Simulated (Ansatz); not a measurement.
System: sum formula BHBr, net charge 0, doublet state. It need not be the lowest isomer of its formula. 
Structure (B3LYP-D3(BJ)/def2-TZVP (Ansatz, an electronic-structure program) minimum search):
```xyz
3

B     -1.5767     0.0856    -0.1614
Br     0.2914     0.0081     0.0139
H     -2.3159    -0.7100     0.3208
```
Charge 0, spin multiplicity 2.

Basis-set convergence of Hartree-Fock and MP2 correlation energies (hartree) with Ansatz. Cores are frozen in the correlated levels unless marked. Open shells are spin-unrestricted. Spin-orbit coupling is left out. Frozen are the shells of the preceding noble gas and the d and f shells that filled before the atom's block. Non-relativistic.

| basis | functions | E(HF) | E(corr, MP2) |
|---|---|---|---|
| def2-SVPD | 69 | -2597.30954 | -0.18834 |
| def2-TZVPPD | 111 | -2597.64981 | -0.23650 |
| def2-QZVPPD | 194 | -2597.69982 | -0.25865 |

Extrapolating the two largest sets (X = 3 and 4) as X^-3: E(corr) = (64·(-0.25865) - 27·(-0.23650))/37 = -0.2748 Eh, an estimate of the basis-set limit. The largest set recovers 94.1 % of it, the smallest 68.5 %.
